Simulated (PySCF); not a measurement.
A family of related molecules: binary hydrides. Isolated molecules, 0 K electronic values unless said otherwise. Strings in code marks are SMILES.

The numbers are results of PBE-D3(BJ)/def2-TZVP // PBE0-D3(BJ)/def2-TZVP run with PySCF, not measurements. All candidates: neutral, multiplicity 1. Delta-SCF ions had no search for a lower state. 

- HOMO: -8.47 eV
- vertical ionisation energy (Delta-SCF): 12.88 eV
- LUMO: -3.05 eV

Name which member has these values.
A. `[MgH2]`
B. `[BiH3]`
C. `B`
D. `Br`

C, `B`. The others give `[BiH3]`: -6.70 eV, 9.95 eV, -0.85 eV; `Br`: -7.41 eV, 11.70 eV, -1.13 eV; `[MgH2]`: -6.04 eV, 9.40 eV, -1.16 eV
